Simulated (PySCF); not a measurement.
C5H4N (SMILES [c-]1ccccn1), charge -1, singlet, geometry from GFN2-xTB (in this run its highest filled SCF level lies above zero, so its values depend strongly on the basis, on diffuse functions most of all), with bond 7-2 at 1.6 times its length; DF-R2SCAN/6-31G* (PySCF).

Input for PySCF:
```python
from pyscf import gto, scf, dft

mol = gto.M(
    atom='''
N    -0.01009119    0.04340499    1.42304124
C     0.01052094    0.03727816   -1.34847513
C     0.00951876    1.27111639    0.80655258
C    -0.01866129   -1.07909310    0.73279808
C    -0.00939255   -1.16524898   -0.65007356
C     0.01944991    1.20982281   -0.62434536
H     0.02349708    0.02728427   -3.10330409
H    -0.03443770   -2.00843931    1.32435294
H    -0.01732835   -2.12753783   -1.16290677
H     0.03515870    2.15785862   -1.17623123
''',
    basis='6-31g*',
    charge=-1,
    verbose=4,
)

mf = dft.RKS(mol)
mf.xc = 'r2scan'
mf.conv_tol = 1e-7
mf = mf.density_fit(auxbasis='def2-universal-jkfit')
mf.kernel()
```

Problem. Write the output that PySCF gives for this input, abridged.

Solution. 
```
PySCF version 2.14.0

[INPUT] verbose = 4
[INPUT] num. atoms = 10
[INPUT] num. electrons = 42
[INPUT] charge = -1
[INPUT] spin (= nelec alpha-beta = 2S) = 0
[INPUT] symmetry False subgroup None
[INPUT] Mole.unit = angstrom
[INPUT] Symbol           X                Y                Z      unit          X                Y                Z       unit  Magmom
[...]
nuclear repulsion = 193.821747691973
number of shells = 44
number of NR pGTOs = 178
number of NR cGTOs = 92
basis = 6-31g*
ecp = {}

******** <class 'pyscf.df.df_jk.DFRKS'> ********
method = DFRKS
initial guess = minao
damping factor = 0
level_shift factor = 0
DIIS = <class 'pyscf.scf.diis.CDIIS'>
diis_start_cycle = 1
diis_space = 8
diis_damp = 0
SCF conv_tol = 1e-07
SCF conv_tol_grad = None
SCF max_cycles = 50
direct_scf = False
XC library pyscf.dft.libxc version 7.1.2
    S. Lehtola, C. Steigemann, M. J. T. Oliveira, and M. A. L. Marques,  SoftwareX 7, 1–5 (2018)
XC functionals = r2scan
    J. W. Furness, A. D. Kaplan, J. Ning, J. P. Perdew, and J. Sun,  J. Phys. Chem. Lett. 11, 8208–8215 (2020)
    J. W. Furness, A. D. Kaplan, J. Ning, J. P. Perdew, and J. Sun,  J. Phys. Chem. Lett. 11, 9248–9248 (2020)
    J. W. Furness, A. D. Kaplan, J. Ning, J. P. Perdew, and J. Sun,  J. Phys. Chem. Lett. 11, 8208–8215 (2020)
    J. W. Furness, A. D. Kaplan, J. Ning, J. P. Perdew, and J. Sun,  J. Phys. Chem. Lett. 11, 9248–9248 (2020)
radial grids:
    Treutler-Ahlrichs [JCP 102, 346 (1995); DOI:10.1063/1.469408] (M4) radial grids

becke partition: Becke, JCP 88, 2547 (1988); DOI:10.1063/1.454033
pruning grids: <function nwchem_prune>
grids dens level: 3
symmetrized grids: False
atomic radii adjust function: <function treutler_atomic_radii_adjust>
small_rho_cutoff = 0
Set gradient conv threshold to 0.000316228
Initial guess from minao.
tot grids = 123728
init E= -248.019079592891
[...]
cycle= 1 E= -247.243038075653  delta_E= 0.776  |g|= 0.607  |ddm|= 3.45
[...]
cycle= 2 E= -245.810437135648  delta_E= 1.43  |g|= 1.86  |ddm|= 4.37
[...]
cycle= 3 E= -247.206410308657  delta_E= -1.4  |g|= 0.731  |ddm|= 3.99
[...]
cycle= 4 E= -247.374394048077  delta_E= -0.168  |g|= 0.114  |ddm|= 0.885
[...]
cycle= 5 E= -247.369669774708  delta_E= 0.00472  |g|= 0.17  |ddm|= 0.624
[...]
cycle= 6 E= -247.38087295268  delta_E= -0.0112  |g|= 0.0358  |ddm|= 0.308
[...]
cycle= 7 E= -247.381286417873  delta_E= -0.000413  |g|= 0.00839  |ddm|= 0.071
[...]
cycle= 8 E= -247.38129598224  delta_E= -9.56e-06  |g|= 0.00602  |ddm|= 0.0264
[...]
cycle= 9 E= -247.381311740168  delta_E= -1.58e-05  |g|= 0.00142  |ddm|= 0.0112
[...]
cycle= 10 E= -247.381312374471  delta_E= -6.34e-07  |g|= 0.0005  |ddm|= 0.00171
[...]
cycle= 11 E= -247.381312483243  delta_E= -1.09e-07  |g|= 0.000183  |ddm|= 0.00146
[...]
cycle= 12 E= -247.381312492427  delta_E= -9.18e-09  |g|= 5.92e-05  |ddm|= 0.000259
[...]
Extra cycle  E= -247.381312480786  delta_E= 1.16e-08  |g|= 0.000198  |ddm|= 0.000358
converged SCF energy = -247.381312480786
```
